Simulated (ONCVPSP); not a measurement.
## Configuration tests for phosphorus (P) (ONCV)

P (Z = 15), optimised norm-conserving Vanderbilt (ONCV), made with ONCVPSP 4.0.1 (PBE, scalar-relativistic). Core [Ne], reference 3s2 3p3. Waves: 3s: rc 1.30 bohr, ncon 5, nbas 10, qcut 5.9 1/bohr, 2 projectors, debl 1 Ha; 3p: rc 1.55 bohr, ncon 3, nbas 6, qcut 5.7 1/bohr, 2 projectors, debl 1.7 Ha. Local part: polynomial inside 0.85 bohr (lpopt 5, dvloc0 1 Ha). Core correction: Teter function fitted to the true core (icmod 2), fcfact 0.55.

Energies are relative to the spin-unpolarised reference configuration 3s2 3p3; without spin polarisation the order of configurations can differ from experiment.

```
valence configuration  charge  ΔE all-electron (eV)  error AE − PS (meV)
              3s2 3p2      +1                 9.730                 +0.8
              3s2 3p1      +2                28.877                  +13
              3s2 3p0      +3                58.616                  +61
              3s1 3p0      +4               110.621                 +199
```

Levels in the configuration 3s2 3p2:

```tsv
level	all-electron (eV)	pseudo (eV)
3s	-23.287	-23.281
3p	-14.215	-14.211
```

Note: ghosts flagged at negative energy: s at -160.5 eV; no localised positive-energy state flagged. A true bound ghost makes a file unfit for plane-wave use.
